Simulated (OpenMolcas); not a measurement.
A calculation on Ar II.

```json
{
 "Program": "OpenMolcas 26.06",
 "Method": "CASSCF",
 "Basis": "ANO-RCC-VTZP [5s4p2d1f]",
 "Scalar Hamiltonian": "DKH2, point nucleus",
 "Active space": "7 electrons in 4 orbitals (3s 3p)",
 "State averaging": "2S+1 = 2 odd, 3 roots; 2S+1 = 2 even, 1 root",
 "Spin-orbit coupling": "state interaction with AMFI integrals over the reference wave functions, term energies averaged over their components"
}
```

Problem. Which level of the active space comes out lowest?

Solution. 3s2 3p5 2P* 3/2, with 100 % of that term; it is also the measured ground level.

Problem. How high does 3s 3p6 2S 1/2 lie?

Solution. 18.7281 eV above the lowest level; measured 13.4798 eV above the ground level, so the calculation is off by +39 %.

Problem. How high does 3s2 3p5 2P* 1/2 lie?

Solution. 0.1656 eV above the lowest level; measured 0.1775 eV above the ground level, so the calculation is off by -7 %.

Measured values: NIST Handbook of Basic Atomic Spectroscopic Data.

Without dynamic correlation excited terms often stand tens of per cent too high (terms of higher spin than the ground term too low), and those without a measured partner can miss by more than the paired ones. Computed and measured levels are paired by configuration, term and J; levels that our copy of the source lacks, or whose pairing is in doubt (as where it misses far off the trend of its configuration), stay unpaired and out of the deviations. Levels of configurations outside the active space are missing.

* marks odd parity.
